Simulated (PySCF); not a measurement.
Cr: ionisation energy

Cr [Ar] 3d5 4s1 (7S) → Cr⁺ [Ar] 3d5 (6S), as a difference of total energies. Computed with PySCF 2.14 in aug-cc-pVDZ-DK (7s6p4d2f, 59 functions), with scalar relativity by spin-free X2C-1e. Correlated levels: valence: [Ar] frozen. The calculations carry no spin-orbit coupling.

```json
{"method": "UHF", "ionisation energy (eV)": "6.013"}
{"method": "M06-2X", "ionisation energy (eV)": "6.593"}
{"method": "M06-L", "ionisation energy (eV)": "6.867"}
{"method": "MP2 (valence)", "ionisation energy (eV)": "6.476"}
{"method": "SCS-MP2 (valence)", "ionisation energy (eV)": "6.167"}
```

**Question.** How much does correlation contribute at MP2 (valence)?

**Answer.** 6.476 − (6.013) = 0.463 eV, measured against UHF.

Errors of the correlated levels include the incompleteness of this basis and the frozen core.

For comparison: 6.767 eV (measured; NIST Atomic Spectra Database, ionization energies).
